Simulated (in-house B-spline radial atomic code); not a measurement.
# B3LYP (VWN-RPA) excitations of P5+

Method: B3LYP (VWN-RPA). Computed with an all-electron radial atomic-structure program (B-spline basis): linear response of the closed shell [He] 2s2 2p6 with the functional's adiabatic kernel; non-relativistic, point nucleus, no spin-orbit coupling, no double excitations, S, P, D and F terms only. Only terms of natural parity with L up to 3 were computed.

Command:
```bash
python run_td.py task.json out
```
Settings (radii: box in bohr, nucleus in fm):
```
Z                        15
electrons                10
configuration            [He] 2s2 2p6
hamiltonian              nr
method                   b3lyp
box_radius               16.35
intervals                50
```

Cost of the run: 0.2 s on 1 thread of Intel(R) Xeon(R) Platinum 8488C (Sapphire Rapids), with other jobs on the host.

The lowest states, in the order of their Tamm-Dancoff energies; the method's threshold (minus the highest occupied level) is 204.83 eV. Labels give the largest channel, * marks a mixed state, and oscillator strengths are full-response dipole values. Semilocal kernels can invert the small singlet-triplet splittings of Rydberg terms. Energies in eV:

```tsv
state	full response	Tamm-Dancoff	oscillator strength
2p → 3s 3P	128.80	128.82	-
2p → 3s 1P	130.24	130.26	0.192
2p → 3p 3S	138.94	138.99	-
2p → 3p 3D	139.98	140.00	-
2p → 3p 1D	?	?	-
2p → 3p 1S	147.36	147.87	-
2p → 3d 3P	?	?	-
2p → 3d 3F	155.37	155.38	-
2p → 3d 1F	156.25	156.25	-
2p → 3d 1P	158.36	158.46	1.17
```

Q: Where does 2p → 3d 3P lie?

A: At 155.17 eV in full response, 155.18 eV in Tamm-Dancoff.

Q: Where does 2p → 3p 1D lie?

A: At 141.18 eV in full response, 141.18 eV in Tamm-Dancoff.

Q: How large is the singlet-triplet splitting of 2p → 3s (P terms) in Tamm-Dancoff?

A: 1.44 eV, from the unrounded values.

Q: What polarisabilities and dispersion coefficient does the method give?

A: Dipole 0.1097 bohr³, quadrupole 0.05726 bohr⁵, C6 0.06685 hartree·bohr⁶ for two such species.
